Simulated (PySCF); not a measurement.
Geometries of 2 isomers of C3H2F3N, from PBE0-D3(BJ)/def2-TZVP geometry optimisation, gas phase (PySCF 2.14.0). One conformer each, no zero-point energy, no frequencies.

Task: Which isomer lies lower at this level?
A.
```xyz
9
angstrom
N      2.643    0.182   -0.032
C      1.512    0.377   -0.048
C      0.085    0.641   -0.069
C     -0.748   -0.623    0.062
F     -0.511   -1.251    1.211
F     -2.044   -0.302    0.028
F     -0.510   -1.475   -0.933
H     -0.180    1.306    0.755
H     -0.188    1.130   -1.007
```
B.
```xyz
9
angstrom
N      2.239   -0.057   -0.704
C      0.924   -0.023   -0.511
C     -0.271   -0.026   -0.374
C     -1.710   -0.039   -0.217
F     -2.336    0.198   -1.379
F     -2.141   -1.223    0.239
F     -2.146    0.890    0.650
H      2.793   -0.470    0.030
H      2.655    0.760   -1.123
```

Result: A. That is `N#CCC(F)(F)F` (CF3CH2CN), 36.5 kcal/mol below the other.

| SMILES | atoms numbered as above | E (Eh) | relative (kcal/mol) | relative (kJ/mol) | dipole (D) |
| --- | --- | --- | --- | --- | --- |
| N#CCC(F)(F)F | [N:1]#[C:2][CH2:3][C:4]([F:5])([F:6])[F:7] | -469.51808 | 0.0 | 0.0 | 3.31 |
| NC#CC(F)(F)F | [NH2:1][C:2]#[C:3][C:4]([F:5])([F:6])[F:7] | -469.45994 | 36.5 | 152.6 | 4.68 |

As drawn, the lower has a C≡N group, which the higher lacks; the higher has a C≡C bond and an N–H bond, which the lower lacks.
